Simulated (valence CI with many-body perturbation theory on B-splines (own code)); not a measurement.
**E1 line list for Zr²⁵⁺**

Level of theory: relativistic CI+MBPT: five valence electrons over a frozen Dirac-Fock core [Ne], a basis of 11 s, 11 p, 10 d, 8 f, 5 g, 2 h functions for each j, with the one-electron correlation potential Σ1 (screened to all orders), the two-electron term Σ2, the three-electron term Σ3, Breit, model QED; selected single and double excitations, second order for the rest, scaled by the run's own slope (own B-spline code, finite nucleus).

No measured levels were compared; by estimate levels of excited configurations hold to 0.05 to 0.15 % of their energy, terms of the ground configuration to about 0.5 %. Among the levels kept, up to 3700 cm⁻¹ of a level comes from second order outside the variational space, and about a tenth of that is noise between levels of different J, which matters for small intervals.

Lines 51 to 100 of 587 in falling wavelength, among levels below 2321900 cm⁻¹, chosen from the strongest by gf and those to the six lowest levels. Wavelengths and rates use the calculated energies, so an error of 500 cm⁻¹ moves a line at 13.68 nm by 0.068 % and its rate by three times that or more. Electric multipoles are in the length gauge, E1 and E2 with the static RPA response of the core. Weak lines are less certain than strong ones. Lines between different terms over intervals too small for the method are left out, as are lines whose strength nearly cancels. Where a level lies close to another of its J and parity, the split of strength between their lines is uncertain. The highest levels of a list are the least certain.

Names give the largest LS component (configuration and term), which can be under half, so a name can repeat, a term be missing and a line seem to break the LS rules; names also repeat where a configuration has a term twice. Letters in brackets count levels of one name in rising energy.

```tsv
λ vac (nm)	Upper	Lower	A (s⁻¹)	S (a.u.)
13.68	3s²3p²3d ⁴F_3/2	3s²3p³ ²D°_3/2	8.17e+09	4.13e-02
13.60	3s3p³3d ⁴G°_5/2	3s²3p²3d ⁴F_3/2	1.18e+10	8.81e-02
13.55	3s3p⁴ ⁴P_1/2	3s²3p³ ⁴S°_3/2	1.14e+10	2.80e-02
13.52	3s²3p²3d ²P_3/2 [a]	3s²3p³ ²D°_5/2	8.49e+09	4.14e-02
13.49	3s3p³3d ⁴F°_7/2 [b]	3s²3p²3d ⁴D_5/2	7.59e+09	7.36e-02
13.49	3s3p³3d ⁴D°_5/2 [c]	3s²3p²3d ²F_7/2 [b]	8.89e+09	6.47e-02
13.47	3s3p³3d ²F°_5/2 [d]	3s²3p²3d ²D_5/2 [b]	7.60e+09	5.49e-02
13.46	3s3p³3d ²G°_9/2 [b]	3s²3p²3d ²F_7/2 [b]	8.94e+09	1.08e-01
13.45	3s3p⁴ ²P_3/2	3s²3p³ ²P°_3/2	1.35e+09	6.49e-03
13.37	3s3p³3d ²G°_7/2 [b]	3s²3p²3d ²G_7/2	1.46e+10	1.37e-01
13.32	3s3p³3d ²F°_5/2 [c]	3s²3p²3d ²D_5/2 [a]	8.65e+09	6.06e-02
13.26	3s²3p²3d ⁴D_1/2	3s²3p³ ²P°_1/2	6.42e+09	1.48e-02
13.11	3s3p³3d ⁴D°_3/2 [d]	3s²3p²3d ⁴P_3/2	8.65e+09	3.85e-02
13.08	3s3p³3d ²G°_7/2 [a]	3s²3p²3d ⁴F_5/2	4.31e+09	3.81e-02
13.07	3s3p³3d ²D°_3/2 [c]	3s²3p²3d ²D_3/2 [a]	9.48e+09	4.17e-02
13.05	3s3p³3d ⁶D°_3/2	3s3p⁴ ⁴P_5/2	8.26e+08	3.62e-03
13.04	3s3p³3d ⁶D°_5/2	3s3p⁴ ⁴P_5/2	1.00e+09	6.57e-03
13.03	3s3p³3d ⁴D°_7/2 [b]	3s²3p²3d ⁴F_7/2	6.65e+09	5.81e-02
13.03	3p⁴3d ⁴F_9/2	3s3p³3d ⁴D°_7/2 [a]	3.61e+09	3.94e-02
13.02	3s²3p3d² ⁴G°_9/2	3s²3p²3d ²G_9/2	1.49e+10	1.62e-01
13.01	3s3p³3d ²F°_7/2 [d]	3s²3p²3d ²D_5/2 [c]	1.12e+10	9.75e-02
12.99	3s3p³3d ⁴F°_9/2 [c]	3s²3p²3d ⁴F_9/2	1.60e+10	1.72e-01
12.97	3s3p³3d ⁴D°_7/2 [c]	3s²3p²3d ⁴D_5/2	3.95e+09	3.41e-02
12.97	3s²3p²3d ⁴P_3/2	3s²3p³ ²P°_3/2	2.25e+09	9.68e-03
12.97	3s3p³3d ²D°_5/2 [a]	3s²3p²3d ⁴F_5/2	1.00e+10	6.48e-02
12.95	3s3p³3d ⁶D°_7/2	3s3p⁴ ⁴P_5/2	2.23e+08	1.91e-03
12.95	3s²3p²3d ⁴D_3/2	3s²3p³ ²P°_1/2	1.20e+09	5.13e-03
12.94	3s3p³3d ²D°_5/2 [f]	3s²3p²3d ²D_5/2 [c]	1.62e+10	1.04e-01
12.92	3s²3p²3d ²F_5/2	3s²3p³ ²D°_5/2	4.50e+08	2.87e-03
12.90	3s3p³3d ²F°_5/2 [b]	3s²3p²3d ⁴P_5/2	1.26e+10	7.99e-02
12.90	3s²3p²3d ⁴P_1/2	3s²3p³ ²P°_3/2	3.24e+09	6.86e-03
12.89	3s3p³3d ⁴D°_7/2 [d]	3s²3p²3d ⁴P_5/2	8.39e+09	7.10e-02
12.89	3s3p³3d ²P°_3/2 [a]	3s²3p²3d ²P_1/2 [b]	9.77e+09	4.13e-02
12.87	3s3p³3d ²F°_5/2 [c]	3s²3p²3d ²D_3/2 [a]	1.51e+10	9.52e-02
12.75	3s3p³3d ²P°_3/2 [c]	3s²3p²3d ²P_3/2 [b]	1.04e+10	4.26e-02
12.73	3s3p³3d ²D°_3/2 [a]	3s²3p²3d ²F_5/2	9.36e+09	3.81e-02
12.72	3s3p³3d ⁴P°_3/2	3s²3p²3d ⁴F_5/2	1.65e+10	6.71e-02
12.72	3s3p³3d ²D°_5/2 [b]	3s²3p²3d ²F_7/2 [a]	1.21e+10	7.37e-02
12.72	3s3p³3d ⁴F°_3/2 [c]	3s²3p²3d ⁴D_1/2	8.24e+09	3.35e-02
12.72	3s3p³3d ⁴D°_1/2 [e]	3s²3p²3d ⁴P_1/2	2.78e+10	5.64e-02
12.71	3s²3p²3d ²P_1/2 [a]	3s²3p³ ²D°_3/2	1.16e+10	2.36e-02
12.69	3s²3p3d² ⁴G°_7/2	3s²3p²3d ⁴P_5/2	5.93e+09	4.79e-02
12.68	3s3p³3d ⁴G°_5/2	3s3p⁴ ⁴P_3/2 [b]	6.35e+09	3.84e-02
12.68	3s3p³3d ⁴D°_7/2 [b]	3s²3p²3d ²F_5/2	7.50e+09	6.03e-02
12.62	3s²3p3d² ⁴G°_9/2	3s²3p²3d ²F_7/2 [b]	1.51e+10	1.50e-01
12.59	3s3p³3d ⁴F°_5/2 [b]	3s²3p²3d ²F_5/2	1.05e+10	6.18e-02
12.58	3s3p³3d ²D°_5/2 [e]	3s²3p²3d ²D_5/2 [a]	1.66e+10	9.81e-02
12.57	3s²3p²3d ⁴F_7/2	3s²3p³ ²D°_5/2	3.80e+08	2.98e-03
12.57	3s3p³3d ⁴D°_3/2 [c]	3s²3p²3d ⁴D_1/2	1.02e+10	4.01e-02
12.55	3s3p³3d ²F°_7/2 [a]	3s²3p²3d ²F_7/2 [a]	2.39e+10	1.86e-01
```
